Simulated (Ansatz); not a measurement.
GaSb nanocrystals, H-capped: gap (eV) at several levels, gas phase, relaxed structures; Ansatz. Core potentials for Sb in the def2 sets, no spin–orbit coupling. Levels of anions in sets without diffuse functions are rough. The structures are stationary points that may keep the symmetry of their start.

```
                           species    state            geometry  PBE-D4/def2-SVP  PBE-D4/def2-TZVP  PBE0-D4/def2-TZVP
      Ga3Sb3H12, cut from wurtzite  singlet     PBE-D4/def2-SVP             4.14              4.10               5.77
      Ga4Sb4H14, cut from wurtzite  singlet     PBE-D4/def2-SVP             3.93              3.88               5.51
  Ga5Sb4H16⁻, cut from zinc blende  singlet  r2SCAN-D4/def2-SVP             3.73              3.70               5.29
     Ga6Sb5H18⁻, cut from wurtzite  singlet     PBE-D4/def2-SVP             3.76              3.70               5.25
      Ga6Sb6H18, cut from wurtzite  singlet     PBE-D4/def2-SVP             3.39              3.37               4.91
   Ga7Sb7H20, cut from zinc blende  singlet     PBE-D4/def2-SVP             3.27              3.27               4.81
      Ga8Sb8H22, cut from wurtzite  singlet  r2SCAN-D4/def2-SVP             3.38              3.32               4.84
    Ga9Sb10H26⁺, cut from wurtzite  singlet  r2SCAN-D4/def2-SVP             3.09              3.04               4.55
 Ga10Sb10H28, cut from zinc blende  singlet     PBE-D4/def2-SVP             3.17              3.15               4.61
Ga11Sb12H32⁺, cut from zinc blende  singlet     PBE-D4/def2-SVP             3.09              3.06               4.56
```

Estimate the column for PBE0-D4/def2-SVP.

Ga3Sb3H12, cut from wurtzite 5.81; Ga4Sb4H14, cut from wurtzite 5.57; Ga5Sb4H16⁻, cut from zinc blende 5.32; Ga6Sb5H18⁻, cut from wurtzite 5.33; Ga6Sb6H18, cut from wurtzite 4.95; Ga7Sb7H20, cut from zinc blende 4.81; Ga8Sb8H22, cut from wurtzite 4.91; Ga9Sb10H26⁺, cut from wurtzite 4.61; Ga10Sb10H28, cut from zinc blende 4.65; Ga11Sb12H32⁺, cut from zinc blende 4.61.
